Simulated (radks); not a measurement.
Species: Ga I. Configuration: [Ar] 3d10 4s2 4p1 (the NIST ground configuration).

Method: Dirac Kohn-Sham, PBEsol, spin-unpolarised, spherical densities, finite nucleus; open shells fill j = l - 1/2 first; Fermi nuclear charge, rms radius 3.9973 fm; computed with a radial shooting solver on a logarithmic mesh with Libxc functionals.

Energy parts (hartree):
part                       energy
total                 -1942.53210
kinetic                1980.89472
electron-nucleus      -4688.87157
Hartree                 839.47836
exchange-correlation    -74.03361

Orbitals (lengths in bohr, moments of r in powers of bohr; <r^-3> diverges for s and p1/2; r(max) is where P^2 peaks):
| orbital | occ. | eigenvalue (hartree) | <r^4> | r(max) | <r^2> | <r^-3> | small-component weight |
|---|---|---|---|---|---|---|---|
| 1s1/2 | 2 | -375.5057 | 0.00002605 | 0.03180 | 0.003182 | - | 1.25e-02 |
| 2s1/2 | 2 | -46.32777 | 0.005447 | 0.1826 | 0.05599 | - | 2.41e-03 |
| 2p1/2 | 2 | -41.02265 | 0.003851 | 0.1445 | 0.04360 | - | 2.40e-03 |
| 2p3/2 | 4 | -40.00774 | 0.004096 | 0.1474 | 0.04511 | 859.7 | 2.35e-03 |
| 3s1/2 | 2 | -5.42631 | 0.3928 | 0.5649 | 0.4915 | - | 5.44e-04 |
| 3p1/2 | 2 | -3.71262 | 0.5011 | 0.5614 | 0.5335 | - | 4.95e-04 |
| 3p3/2 | 4 | -3.57928 | 0.5346 | 0.5698 | 0.5508 | 113.8 | 4.83e-04 |
| 3d3/2 | 4 | -0.71162 | 1.992 | 0.5309 | 0.8556 | 11.92 | 3.47e-04 |
| 3d5/2 | 6 | -0.69465 | 2.068 | 0.5339 | 0.8702 | 11.58 | 3.43e-04 |
| 4s1/2 | 2 | -0.32756 | 70.87 | 1.895 | 6.386 | - | 5.09e-05 |
| 4p1/2 | 1 | -0.09610 | 374.7 | 2.506 | 13.61 | - | 2.48e-05 |
| 4p3/2 | 0 | -0.09177 | 407.0 | 2.555 | 14.18 | 3.701 | 2.38e-05 |

The highest occupied level is 4p1/2 at -2.615 eV. For comparison, the ionisation energy in NIST's Atomic Spectra Database is 5.999 eV (measured). In exact Kohn-Sham theory the highest level is minus the ionisation energy, but local and semilocal functionals leave it too shallow, through self-interaction and a potential that decays too fast; potentials with the right tail come closer. Summed over all electrons, <r^2> = 39.67 bohr^2, which gives a Langevin (diamagnetic) susceptibility term of -31.4 x 10^-6 cm^3/mol. The density falls to 0.001 e/bohr^3 at r = 4.40 bohr.

Beside tabulated values, note that spin-unpolarised runs miss the spin-polarisation part of the exchange energy of open shells.
